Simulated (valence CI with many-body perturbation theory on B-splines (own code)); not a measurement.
**Cl10+: electric-dipole lines**

Calculated by relativistic CI+MBPT: five valence electrons over a frozen Dirac-Fock core [He], radial functions for each j: 9 s, 9 p, 8 d, 6 f, 3 g, 1 h, with the one-electron correlation potential Σ1, the two-electron term Σ2, the three-electron term Σ3, Breit, model QED; selected CI, second order for the rest, scaled by the run's own slope (own B-spline code, finite nucleus).

No measured spectrum was set against this ion. As an estimate, levels of excited configurations hold to 0.05 to 0.15 % of their energy, terms of the ground configuration to about 0.5 %. Among the levels kept, up to 2400 cm⁻¹ of a level comes from second order outside the variational space, and about a tenth of that is noise between levels of different J, which matters for small intervals.

Lines 1 to 50 of 259 in falling wavelength, among levels below 351.13 eV, chosen from the strongest by gf and those to the six lowest levels. Wavelengths and rates use the calculated energies, so an error of 400 cm⁻¹ moves a line at 136.4 nm by 0.55 % and its rate by three times that or more. Electric multipoles are in the length gauge, E1 and E2 with the static RPA response of the core. Weak lines are less certain than strong ones. Lines between different terms over intervals too small for the method are left out, as are lines whose strength nearly cancels. The highest levels of a list are the least certain.

Names give the largest LS component (configuration and term), which can be under half, so a name can repeat, a term be missing and a line seem to break the LS rules; names also repeat where a configuration has a term twice. Letters in brackets count levels of one name in rising energy.

| λ vac (nm) | Upper | Lower | A (s⁻¹) | S (a.u.) with core polarisation | S without |
| --- | --- | --- | --- | --- | --- |
| 136.4 | 2s²2p²3p ²D°_5/2 [a] | 2s²2p²3s ²D_5/2 | 5.38e+07 | 4.04e-01 | 4.04e-01 |
| 105.9 | 2s2p³3p ⁴P_5/2 | 2s2p³3s ⁴S°_3/2 | 4.36e+08 | 1.53e+00 | 1.53e+00 |
| 105.2 | 2s2p³3p ⁴P_3/2 | 2s2p³3s ⁴S°_3/2 | 4.45e+08 | 1.02e+00 | 1.02e+00 |
| 104.5 | 2s2p³3p ⁴P_1/2 | 2s2p³3s ⁴S°_3/2 | 4.52e+08 | 5.08e-01 | 5.08e-01 |
| 94.55 | 2s²2p²3p ²D°_3/2 [a] | 2s²2p²3s ²P_3/2 | 1.26e+08 | 2.09e-01 | 2.09e-01 |
| 92.69 | 2s²2p²3d ²D_5/2 [b] | 2s²2p²3p ²P°_3/2 [b] | 8.48e+07 | 2.00e-01 | 2.00e-01 |
| 91.42 | 2s²2p²3p ⁴D°_5/2 | 2s²2p²3s ⁴P_5/2 | 9.69e+07 | 2.19e-01 | 2.19e-01 |
| 89.54 | 2s²2p²3p ⁴D°_3/2 | 2s²2p²3s ⁴P_3/2 | 2.99e+08 | 4.24e-01 | 4.24e-01 |
| 87.37 | 2s²2p²3d ²D_3/2 [b] | 2s²2p²3p ²P°_1/2 [b] | 2.41e+08 | 3.17e-01 | 3.17e-01 |
| 87.07 | 2s²2p²3p ⁴D°_1/2 | 2s²2p²3s ⁴P_1/2 | 6.93e+08 | 4.51e-01 | 4.51e-01 |
| 86.97 | 2s²2p²3d ²F_5/2 [b] | 2s²2p²3p ²P°_3/2 [b] | 3.15e+08 | 6.13e-01 | 6.13e-01 |
| 86.51 | 2s²2p²3p ²D°_3/2 [a] | 2s²2p²3s ²P_1/2 | 5.55e+08 | 7.09e-01 | 7.09e-01 |
| 85.91 | 2s²2p²3p ⁴P°_3/2 | 2s²2p²3s ⁴P_5/2 | 2.76e+08 | 3.45e-01 | 3.45e-01 |
| 85.85 | 2s²2p²3d ²P_1/2 [a] | 2s²2p²3p ²P°_1/2 [a] | 2.92e+08 | 1.82e-01 | 1.82e-01 |
| 85.72 | 2s²2p²3p ²D°_5/2 [a] | 2s²2p²3s ²P_3/2 | 6.29e+08 | 1.17e+00 | 1.17e+00 |
| 85.58 | 2s²2p²3p ⁴D°_7/2 | 2s²2p²3s ⁴P_5/2 | 9.20e+08 | 2.28e+00 | 2.28e+00 |
| 85.03 | 2s²2p²3p ⁴D°_5/2 | 2s²2p²3s ⁴P_3/2 | 8.11e+08 | 1.48e+00 | 1.48e+00 |
| 84.77 | 2s²2p²3p ⁴D°_3/2 | 2s²2p²3s ⁴P_1/2 | 5.78e+08 | 6.94e-01 | 6.95e-01 |
| 84.45 | 2s²2p²3p ²F°_5/2 | 2s²2p²3s ²D_3/2 | 9.76e+08 | 1.74e+00 | 1.74e+00 |
| 83.69 | 2s2p³3p ⁶P_3/2 | 2s2p³3s ⁶S°_5/2 | 1.11e+09 | 1.29e+00 | 1.29e+00 |
| 82.93 | 2s2p³3p ⁶P_5/2 | 2s2p³3s ⁶S°_5/2 | 1.14e+09 | 1.93e+00 | 1.93e+00 |
| 82.42 | 2s²2p²3p ⁴P°_5/2 | 2s²2p²3s ⁴P_5/2 | 8.03e+08 | 1.33e+00 | 1.33e+00 |
| 82.13 | 2s²2p²3p ²F°_7/2 | 2s²2p²3s ²D_5/2 | 1.09e+09 | 2.38e+00 | 2.38e+00 |
| 81.68 | 2s2p³3p ⁶P_7/2 | 2s2p³3s ⁶S°_5/2 | 1.20e+09 | 2.59e+00 | 2.59e+00 |
| 80.68 | 2s²2p²3p ⁴P°_1/2 | 2s²2p²3s ⁴P_3/2 | 8.65e+08 | 4.49e-01 | 4.49e-01 |
| 80.25 | 2s²2p²3p ⁴P°_3/2 | 2s²2p²3s ⁴P_3/2 | 3.91e+08 | 3.99e-01 | 3.99e-01 |
| 78.34 | 2s²2p²3p ²P°_3/2 [a] | 2s²2p²3s ²P_3/2 | 7.20e+08 | 6.84e-01 | 6.84e-01 |
| 78.05 | 2s²2p²3p ²P°_1/2 [a] | 2s²2p²3s ²P_3/2 | 3.78e+08 | 1.78e-01 | 1.78e-01 |
| 77.20 | 2s²2p²3p ⁴P°_5/2 | 2s²2p²3s ⁴P_3/2 | 1.51e+08 | 2.06e-01 | 2.06e-01 |
| 77.03 | 2s²2p²3p ²P°_1/2 [c] | 2s²2p²3s ²S_1/2 | 1.29e+09 | 5.82e-01 | 5.82e-01 |
| 76.98 | 2s²2p²3d ²D_3/2 [b] | 2s²2p²3p ²D°_3/2 [b] | 4.20e+08 | 3.78e-01 | 3.78e-01 |
| 76.88 | 2s²2p²3p ²P°_3/2 [c] | 2s²2p²3s ²S_1/2 | 1.28e+09 | 1.15e+00 | 1.15e+00 |
| 76.79 | 2s²2p²3d ²D_5/2 [b] | 2s²2p²3p ²D°_5/2 [b] | 3.99e+08 | 5.35e-01 | 5.35e-01 |
| 76.57 | 2s²2p²3d ²D_5/2 [b] | 2s²2p²3p ²D°_3/2 [b] | 3.46e+08 | 4.60e-01 | 4.60e-01 |
| 76.44 | 2s²2p²3d ²P_1/2 [b] | 2s²2p²3p ²P°_1/2 [b] | 6.01e+08 | 2.65e-01 | 2.65e-01 |
| 76.39 | 2s²2p²3p ⁴P°_3/2 | 2s²2p²3s ⁴P_1/2 | 3.67e+08 | 3.23e-01 | 3.23e-01 |
| 75.40 | 2s²2p²3d ²F_7/2 [b] | 2s²2p²3p ²D°_5/2 [b] | 9.66e+08 | 1.63e+00 | 1.63e+00 |
| 75.02 | 2s²2p²3d ⁴F_5/2 | 2s²2p²3p ⁴D°_5/2 | 1.91e+08 | 2.38e-01 | 2.38e-01 |
| 73.68 | 2s²2p²3d ⁴P_5/2 | 2s²2p²3p ⁴S°_3/2 | 4.79e+08 | 5.67e-01 | 5.67e-01 |
| 73.42 | 2s²2p²3d ⁴F_3/2 | 2s²2p²3p ⁴D°_3/2 | 3.00e+08 | 2.34e-01 | 2.34e-01 |
| 73.29 | 2s²2p²3d ⁴F_9/2 | 2s²2p²3p ⁴D°_7/2 | 1.38e+09 | 2.69e+00 | 2.69e+00 |
| 72.74 | 2s²2p²3p ²P°_3/2 [a] | 2s²2p²3s ²P_1/2 | 2.35e+08 | 1.79e-01 | 1.79e-01 |
| 72.71 | 2s²2p²3d ⁴D_5/2 | 2s²2p²3p ⁴P°_5/2 | 1.73e+08 | 1.97e-01 | 1.97e-01 |
| 72.62 | 2s²2p²3d ²F_5/2 [b] | 2s²2p²3p ²D°_3/2 [b] | 4.94e+08 | 5.61e-01 | 5.61e-01 |
| 72.52 | 2s²2p²3d ⁴F_7/2 | 2s²2p²3p ⁴D°_5/2 | 1.34e+09 | 2.02e+00 | 2.02e+00 |
| 72.49 | 2s²2p²3p ²P°_1/2 [a] | 2s²2p²3s ²P_1/2 | 6.46e+08 | 2.43e-01 | 2.43e-01 |
| 72.47 | 2s²2p²3d ²P_3/2 | 2s²2p²3p ⁴P°_3/2 | 2.57e+08 | 1.93e-01 | 1.93e-01 |
| 72.09 | 2s²2p²3d ²F_5/2 [a] | 2s²2p²3p ²D°_3/2 [a] | 1.25e+09 | 1.38e+00 | 1.38e+00 |
| 71.94 | 2s²2p²3d ²F_7/2 [a] | 2s²2p²3p ²D°_5/2 [a] | 1.31e+09 | 1.93e+00 | 1.93e+00 |
| 71.90 | 2s²2p²3d ⁴P_3/2 | 2s²2p²3p ⁴S°_3/2 | 7.22e+08 | 5.30e-01 | 5.30e-01 |
